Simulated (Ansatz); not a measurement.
Job for Ansatz (a program for electronic structure): U-CCSD(T)/cc-pVDZ on dimethyl selenide (SMILES C[Se]C), a point of a bond scan (R = 1.632 Å). The run froze 16 orbitals, filled d shells among them.

Ansatz 0.2 input:
```yaml
crystal:
  periodic: [false, false, false]
  atoms:
    - {symbol: C, position_ang: [1.44143353, -0.25391618, 0.82995547]}
    - {symbol: Se, position_ang: [0.01351776, 0.12218640, -0.46064119]}
    - {symbol: C, position_ang: [-1.48827853, -0.16951364, 0.76636954]}
    - {symbol: H, position_ang: [1.31323061, -1.78492986, 1.38038683]}
    - {symbol: H, position_ang: [2.38542165, -0.13533401, 0.30226081]}
    - {symbol: H, position_ang: [1.39575228, 0.45247820, 1.65618763]}
    - {symbol: H, position_ang: [-1.47767316, -1.19295724, 1.13540895]}
    - {symbol: H, position_ang: [-2.40011371, 0.00253324, 0.19839643]}
    - {symbol: H, position_ang: [-1.43788580, 0.53411293, 1.59468687]}
basis:
  gaussian:
    orbitals: cc-pVDZ
correlation: {method: ccsd_t, electrons: outside_noble_gas}
scf: {omitted_lower_state_checks: [cluster_reference]}
magnetization: {spin_polarized: true, initial_magnetization: 0}
```

Output:

```
WARN ansatz: RAYON_NUM_THREADS=1 ignored (pool sized by the plan → 1); use --threads N
Functional definition: HF
these checks for a lower state are left out or cut short: cluster_reference
integrals: 0.13 GiB planned
854 factors; integrals over basis functions are off by at most 1.0e-3 eV
mean field: 0.41 GiB planned
mean field evaluation 1: about -67454.4353 eV, gradient 1.3e1 eV
mean field evaluation 2: about -67454.4914 eV, gradient 1.3e1 eV
mean field evaluation 4: about -67455.7498 eV, gradient 1.8e0 eV
mean field evaluation 8: about -67455.7743 eV, gradient 1.3e-3 eV
mean field evaluation 16: about -67455.7628 eV, gradient 2.2e-1 eV
mean field -67455.77430606 eV, -2478.9539825818 hartree, gradient 4.6e-6 eV, S^2 0.000000; 2 other end points of the search recorded, 0 dependent functions left out
16 core orbitals not correlated
reference -67455.77430606 eV, -2478.9539825818 hartree; 10, 10 occupied and 59, 59 virtual orbitals, 854 factors
second order -11.48549070 eV of doubles, -0.00000000 eV of singles
coupled cluster: 0.40 GiB planned
cycle   1  -12.32280927 eV  change   -8.4e-1 eV  update   8.6e-2
cycle   2  -12.73318850 eV  change   -4.1e-1 eV  update   3.0e-2
cycle   3  -12.81485077 eV  change   -8.2e-2 eV  update   1.2e-2
cycle   4  -12.81613709 eV  change   -1.3e-3 eV  update   3.4e-3
cycle   5  -12.81568358 eV  change    4.5e-4 eV  update   1.1e-3
cycle   6  -12.81550268 eV  change    1.8e-4 eV  update   3.7e-4
cycle   7  -12.81547983 eV  change    2.3e-5 eV  update   1.2e-4
cycle   8  -12.81549335 eV  change   -1.4e-5 eV  update   4.2e-5
cycle   9  -12.81548784 eV  change    5.5e-6 eV  update   1.5e-5
perturbative correction -0.40589022 eV, -0.0149161903 hartree
Total energy: -67468.99568412 eV, -2479.4398592635 hartree
Checks for a lower state left out: cluster_reference
```

The calculation finished and met its thresholds.

Cost: roughly 15 core-seconds.
